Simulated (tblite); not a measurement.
Compound: C₄H₁₃NOSi.
Bonds: C1–C2, C2–C3, C2–C4, C4–N5, C2–Si6, Si6–O7. Hydrogens: H8, H9, H10 on C1; H11, H12, H13 on C3; H14, H15 on C4; H16, H17 on N5; H18, H19 on Si6; H20 on O7.

Computed geometry: GFN2-xTB, gas phase.

What internal coordinates does the optimisation give?

```json
{"bond": "C1–C2, C2–C3", "length (Å)": "1.530"}
{"bond": "C2–C4", "length (Å)": "1.535"}
{"bond": "C4–N5", "length (Å)": "1.453"}
{"bond": "C2–Si6", "length (Å)": "1.912"}
{"bond": "Si6–O7", "length (Å)": "1.630"}
{"bond": "C1–H8 and 5 like bonds", "length (Å)": "1.088"}
{"bond": "C4–H14, C4–H15", "length (Å)": "1.102"}
{"bond": "N5–H16, N5–H17", "length (Å)": "1.014"}
{"bond": "Si6–H18, Si6–H19", "length (Å)": "1.467"}
{"bond": "O7–H20", "length (Å)": "0.953"}
```

Bonds in one row agree within 0.01 Å and their mean is given. A selection of angles:
```json
{"angle": "C2–C1–H8", "degrees": "111.0"}
{"angle": "H8–C1–H9", "degrees": "108.2"}
{"angle": "C1–C2–C3", "degrees": "109.0"}
{"angle": "C1–C2–C4", "degrees": "107.8"}
{"angle": "C1–C2–Si6", "degrees": "107.9"}
{"angle": "C3–C2–C4", "degrees": "108.9"}
{"angle": "C3–C2–Si6", "degrees": "110.9"}
{"angle": "C4–C2–Si6", "degrees": "112.2"}
{"angle": "C2–C3–H12", "degrees": "110.1"}
{"angle": "H11–C3–H12", "degrees": "109.1"}
{"angle": "C2–C4–N5", "degrees": "112.0"}
{"angle": "C2–C4–H14", "degrees": "109.0"}
{"angle": "N5–C4–H14", "degrees": "106.8"}
{"angle": "N5–C4–H15", "degrees": "113.0"}
{"angle": "H14–C4–H15", "degrees": "107.3"}
{"angle": "C4–N5–H16", "degrees": "109.9"}
{"angle": "H16–N5–H17", "degrees": "108.1"}
{"angle": "C2–Si6–O7", "degrees": "107.8"}
{"angle": "C2–Si6–H18", "degrees": "110.7"}
{"angle": "C2–Si6–H19", "degrees": "110.1"}
{"angle": "O7–Si6–H18", "degrees": "108.9"}
{"angle": "H18–Si6–H19", "degrees": "109.5"}
{"angle": "Si6–O7–H20", "degrees": "120.9"}
```

Torsions: C1–C2–C4–N5 171° (antiperiplanar); C1–C2–Si6–O7 179° (antiperiplanar); H20–O7–Si6–C2 167° (antiperiplanar). The mirror-image conformer, all signs reversed, is as good.

N5 (primary amine nitrogen) is pyramidal (angles 110.1°, 109.9° and 108.1°, sum 328.0°, 0.38 Å off the plane of its three neighbours). H16 on N5 lies 2.24 Å from O7, 5 bonds away (angle at H 140°; Bondi radii sum to 2.72 Å). Si6 (oxygen-bound silicon) is tetrahedral (angles from 107.8° to 110.7°). Of the pairs four or more bonds apart, those above aside, Si6···H16 is among the closest relative to their van der Waals radii: 2.89 Å, 88 % of the sum of Bondi's values.

Point group: C1 (no symmetry element, even within 0.4 Å). Its GFN2-xTB frequencies are all real (lowest 46 cm⁻¹). One conformer, not necessarily the lowest (C1–C2–C4–N5 171°, C2–C4–N5–H 55° and 174°, C1–C2–Si6–O7 179°, C2–Si6–O7–H 167°).
